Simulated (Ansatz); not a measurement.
Z-matrix (Å, degrees):
```
C
Ga 1 1.950
H 1 1.090 2 110.3
H 1 1.093 2 110.5 3 120.2
H 1 1.092 2 110.4 3 -120.8
O 2 1.792 1 116.3 3 -9.3
C 2 1.985 1 126.8 3 166.9
H 6 0.959 2 114.9 1 177.7
Cl 7 1.803 2 102.3 1 -79.1
H 7 1.089 2 115.3 1 165.1
H 7 1.089 2 115.2 1 36.4
```

The species carries charge 0 and has multiplicity 1.

Task: List the ωB97M-V/def2-TZVPP orbital energies in eV (Ansatz). (An estimate is asked.)

Result: Ansatz gave: Occupied: -10153.31, -2771.97, -1256.79, -1111.00, -1110.86, -1110.85, -525.48, -282.71, -281.12, -262.32, -199.85, -199.64, -199.63, -154.22, -106.77, -106.46, -106.42, -29.80, -26.58, -25.84, -25.74, -25.70, -25.61, -25.41, -21.89, -21.07, -16.09, -15.07, -14.56, -13.81, -13.68, -13.48, -11.88, -11.27, -11.19, -10.91, -9.73. Lowest empty: 1.03, 1.77, 2.57, 2.89, 3.44, 4.12, 4.34, 4.67.
